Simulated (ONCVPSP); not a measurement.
**What one change does to a pseudopotential (Zr (Z = 40), ONCV)**

```
Element                 : zirconium
Generator               : ONCVPSP 4.0.1
Type                    : optimised norm-conserving Vanderbilt (ONCV)
Functional              : PBE
Relativity              : fully relativistic
Frozen core             : [Ar] 3d10
Valence charge          : 12
Reference configuration : 4s2 4p6 4d2 5s1.75 (charge +0.25)
Partial waves           : 4s+5s: rc 1.75 bohr, ncon 3, nbas 7, qcut 6.7 1/bohr, 2 projectors; 4p: rc 1.45 bohr, ncon 4, nbas 9, qcut 5.7 1/bohr, 2 projectors, debl 0.5 Ha; 4d: rc 2.00 bohr, ncon 4, nbas 7, qcut 5.1 1/bohr, 1 projector
Local potential         : polynomial inside 1.30 bohr (lpopt 3, dvloc0 -1 Ha)
Core correction         : none
```

Open shells are filled in proportion to 2j + 1.

In the p channel the program set the typed energies aside and used -1.229, 0.250 Ha (j = l + 1/2; the other j can differ).

All-electron outer shells of the reference configuration (PBE, scalar-relativistic, ld1.x):

```
shell  level (eV)  outermost node (bohr)  outermost maximum (bohr)
   3d     -176.25                      –                      0.35
   4s      -56.05                   0.55                      1.08
   4p      -34.01                   0.56                      1.17
   5s       -5.75                   1.47                      3.11
   4d       -5.10                   0.58                      1.59
```

Change: local potential polynomial inside 1.30 bohr (lpopt 3, dvloc0 2 Ha).

Cutoffs: the cutoffs (Ha) at which the residual kinetic energy of the hardest occupied pseudo-wave falls to 1 and 0.1 mHa per electron; they do not see the model core or the augmentation charge, which bear on the density cutoff. Errors are all-electron minus pseudo energies relative to the spin-unpolarised reference configuration.

Q: What does the change do?

A: The potential gets neither clearly harder nor softer (23 Ha and 117 Ha → 23 Ha and 117 Ha); the errors of the 4 common tests hardly move; neither file shows a bound ghost.

| quantity | base | changed |
| --- | --- | --- |
| cutoff, loose | 23 Ha | 23 Ha |
| cutoff, tight | 117 Ha | 117 Ha |
| bound ghosts | none | none |
| GHOST(+) flags under 300 eV | s at 196.4 eV | none |
| error for 4s2 4p6 4d2 5s2, meV [ΔE -1.27 eV] | 0.0 | 0.0 |
| error for 4s2 4p6 4d2 5s1, meV [ΔE 5.86 eV] | -0.1 | -0.2 |
| error for 4s2 4p6 4d2 5s0, meV [ΔE 18.80 eV] | -1.6 | -1.7 |
| error for 4s2 4p6 4d2 5s1 5p1, meV [ΔE 1.77 eV] | 0.0 | 0.0 |
| s: phases at 1.77 bohr within 0.05 rad from the reference energy up to (Ha; the scan ends near 5) | to the end of the scan | to the end of the scan |
| p3/2: phases at 1.47 bohr within 0.05 rad from the reference energy up to (Ha; the scan ends near 5) | 5.0 | to the end of the scan |
| p1/2: phases at 1.47 bohr within 0.05 rad from the reference energy up to (Ha; the scan ends near 5) | 4.9 | to the end of the scan |
| d5/2: phases at 2.03 bohr within 0.05 rad from the reference energy up to (Ha; the scan ends near 5) | 2.6 | 2.4 |
| d3/2: phases at 2.03 bohr within 0.05 rad from the reference energy up to (Ha; the scan ends near 5) | 2.5 | 2.3 |
